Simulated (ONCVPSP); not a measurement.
## Configuration tests for tantalum (ONCV)

```json
{"Element": "tantalum", "Generator": "ONCVPSP 4.0.1", "Type": "optimised norm-conserving Vanderbilt (ONCV)", "Functional": "PBE", "Relativity": "scalar-relativistic", "Frozen core": "[Kr] 4d10 4f14", "Valence charge": "13", "Reference configuration": "5s2 5p6 5d3 6s1.5 (charge +0.5)", "Partial waves": "5s+6s: rc 1.90 bohr, ncon 3, nbas 7, qcut 4.9 1/bohr, 3 projectors, debl 3.9 Ha; 5p: rc 1.60 bohr, ncon 3, nbas 6, qcut 8 1/bohr, 2 projectors, debl 0.8 Ha; 5d: rc 2.70 bohr, ncon 4, nbas 8, qcut 6.2 1/bohr, 3 projectors, debl 0.8 Ha", "Local potential": "polynomial inside 1.25 bohr (lpopt 2, dvloc0 4 Ha)", "Core correction": "polynomial model core, fcfact 0.3"}
```

In the p channel the program set the typed energies aside and used -1.575, 0.250 Ha.

Energies are relative to the spin-unpolarised reference configuration 5s2 5p6 5d3 6s1.5; without spin polarisation the order of configurations can differ from experiment.

```csv
valence configuration,charge,ΔE all-electron (eV),error AE − PS (meV)
5s2 5p6 5d3 6s1,+1,5.007,-0.3
5s2 5p6 5d4 6s1,0,-1.367,-3.7
```

Question: What are ΔE and the potential's error for 5s2 5p6 5d3 6s0?

Answer: ΔE = 19.979 eV all-electron; the error (AE − PS) is -15 meV.

Question: What are ΔE and the potential's error for 5s2 5p6 5d3 6s2?

Answer: ΔE = -3.461 eV all-electron; the error (AE − PS) is +0.7 meV.

Levels in the configuration 5s2 5p6 5d3 6s1:

```
level  all-electron (eV)  pseudo (eV)
   5s            -80.206      -80.246
   5p            -46.622      -46.632
   5d            -10.487      -10.487
   6s            -11.620      -11.623
```
